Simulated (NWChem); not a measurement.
The numbers come from NWChem runs, not from measurements. System: HIn, charge 0, spin multiplicity 1, at a geometry optimised with PBE/def2-SVP with def2 effective core potentials on In. The structure started from a generated list of species. Level: M06-2X/def2-TZVP with def2 effective core potentials on In.

Input file:

```
start mol
memory heap 200 mb stack 900 mb global 1100 mb
geometry units angstroms nocenter noautoz
  In     0.000000     0.000000     0.037722
  H      0.000000     0.000000    -1.848379
  symmetry group C2v
end
basis spherical
  * library def2-tzvp
end
ecp
  In library def2-ecp
end
dft
  xc m06-2x
  semidirect memsize 60000000 filesize 0
  iterations 100
  grid fine
end
task dft energy
```

Output (cleaned and shortened):

```
             Northwest Computational Chemistry Package (NWChem) 7.3.0
             --------------------------------------------------------

                                NWChem Input Module
                                -------------------

 Scaling coordinates for geometry "geometry" by  1.889725989
 (inverse scale =  0.529177249)

 Turning off AUTOSYM since
 SYMMETRY directive was detected!

                             Geometry "geometry" -> ""
                             -------------------------

 Output coordinates in angstroms (scale by  1.889725989 to convert to a.u.)

  No.       Tag          Charge          X              Y              Z
 ---- ---------------- ---------- -------------- -------------- --------------
    1 In                  49.0000     0.00000000     0.00000000     0.03772200
    2 H                    1.0000     0.00000000     0.00000000    -1.84837900

 Effective nuclear repulsion energy (a.u.)      13.7477713023

            Nuclear Dipole moment (a.u.)
            ----------------------------
        X                 Y               Z
 ---------------- ---------------- ----------------
     0.0000000000     0.0000000000    -0.0000018897

      Symmetry information
      --------------------

 Group name             C2v
 Group number             16
 Group order               4
 No. of unique centers     2

      Symmetry unique atoms

     1    2


 Summary of "ao basis" -> "" (spherical)
 ------------------------------------------------------------------------------
       Tag                 Description            Shells   Functions and Types
 ---------------- ------------------------------  ------  ---------------------
 *                         def2-tzvp                  on all atoms

                                 NWChem DFT Module
                                 -----------------

 Summary of "ao basis" -> "ao basis" (spherical)
 ------------------------------------------------------------------------------
       Tag                 Description            Shells   Functions and Types
 ---------------- ------------------------------  ------  ---------------------
[...]
     2      0.612440  1 In s                  5      0.580290  1 In s
     1     -0.451111  1 In s                  3     -0.370006  1 In s
     6      0.350771  1 In s                  4     -0.236807  1 In s
    52      0.192723  2 H  s                 53      0.119290  2 H  s
    51      0.115990  2 H  s                 12      0.071876  1 In pz

 Vector   11  Occ=2.000000D+00  E=-2.392008D-01  Symmetry=a1
              MO Center=  2.3D-15,  3.3D-15, -2.3D-01, r^2= 3.7D+00
   Bfn.  Coefficient  Atom+Function         Bfn.  Coefficient  Atom+Function
  ----- ------------  ---------------      ----- ------------  ---------------
     6      0.384422  1 In s                  2      0.370532  1 In s
     5      0.366946  1 In s                 18      0.281430  1 In pz
     1     -0.272829  1 In s                 53     -0.271510  2 H  s
     3     -0.227897  1 In s                 52     -0.227521  2 H  s
    12     -0.210047  1 In pz                15      0.200557  1 In pz

 Vector   12  Occ=0.000000D+00  E=-4.202882D-02  Symmetry=b2
              MO Center= -2.1D-17, -7.6D-16,  6.5D-03, r^2= 5.9D+00
   Bfn.  Coefficient  Atom+Function         Bfn.  Coefficient  Atom+Function
  ----- ------------  ---------------      ----- ------------  ---------------
    20      0.519175  1 In py                17      0.407939  1 In py
    11     -0.250335  1 In py                14      0.238838  1 In py
     8     -0.039327  1 In py

 Vector   13  Occ=0.000000D+00  E=-4.202882D-02  Symmetry=b1
              MO Center=  1.6D-16,  1.8D-16,  6.5D-03, r^2= 5.9D+00
   Bfn.  Coefficient  Atom+Function         Bfn.  Coefficient  Atom+Function
  ----- ------------  ---------------      ----- ------------  ---------------
    19      0.519175  1 In px                16      0.407939  1 In px
    10     -0.250335  1 In px                13      0.238838  1 In px
     7     -0.039327  1 In px

 Vector   14  Occ=0.000000D+00  E= 5.437075D-02  Symmetry=a1
              MO Center= -8.1D-16, -6.6D-18,  5.7D-01, r^2= 1.1D+01
   Bfn.  Coefficient  Atom+Function         Bfn.  Coefficient  Atom+Function
  ----- ------------  ---------------      ----- ------------  ---------------
    21      1.322912  1 In pz                53      1.117398  2 H  s
     6     -0.643699  1 In s                  2     -0.149858  1 In s
     5     -0.112860  1 In s                  1      0.110322  1 In s
    24     -0.106389  1 In d  0              51      0.104229  2 H  s
     3      0.094061  1 In s                 15      0.085541  1 In pz

 center of mass
 --------------
 x =   0.00000000 y =   0.00000000 z =   0.04029430

 moments of inertia (a.u.)
 ------------------
          12.691708724182           0.000000000000           0.000000000000
           0.000000000000          12.691708724182           0.000000000000
           0.000000000000           0.000000000000           0.000000000000

     Multipole analysis of the density
     ---------------------------------

     L   x y z        total         alpha         beta         nuclear
     -   - - -        -----         -----         ----         -------
     0   0 0 0     -0.000000    -11.000000    -11.000000     22.000000

     1   1 0 0     -0.000000     -0.000000     -0.000000      0.000000
     1   0 1 0     -0.000000     -0.000000     -0.000000      0.000000
     1   0 0 1      0.367777      1.181869      1.181869     -1.995961

     2   2 0 0    -16.755520     -8.377760     -8.377760      0.000000
     2   1 1 0     -0.000000     -0.000000     -0.000000      0.000000
     2   1 0 1      0.000000      0.000000      0.000000      0.000000
     2   0 2 0    -16.755520     -8.377760     -8.377760      0.000000
     2   0 1 1      0.000000      0.000000      0.000000      0.000000
     2   0 0 2    -24.328845    -18.318057    -18.318057     12.307269

 Task  times  cpu:        1.0s     wall:        1.0s

 Total times  cpu:        1.0s     wall:        1.0s
```
